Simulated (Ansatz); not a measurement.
Ansatz (a quantum-chemistry and plane-wave program) input:
A basis named .json is the Basis Set Exchange file of that set.

Ansatz 0.2 input:
```yaml
crystal:
  periodic: [false, false, false]
  atoms:
    - {symbol: Re, position_ang: [0.00000000, 0.00000000, 0.00000000]}
    - {symbol: F, position_ang: [-0.00000000, -0.00000000, -1.85693172]}
    - {symbol: F, position_ang: [0.00000000, 0.00000000, 1.85693172]}
basis:
  gaussian:
    orbitals: def2-QZVPP.json
    fitting: {mean_field: def2-universal-jkfit, correlation: def2-QZVPP-RIFIT.json}
magnetization: {spin_polarized: true, initial_magnetization: 3}
correlation: {method: mp2, electrons: outside_noble_gas}
```

### Question
What final total energy does it print?

### Answer
-277.27995 Eh (RI-MP2/def2-QZVPP). The basis has 202 functions.

The spin state was set by rule; other spins were not relaxed.

The determinant is spin-contaminated: <S^2> is 4.39 against 3.75 for a pure state.
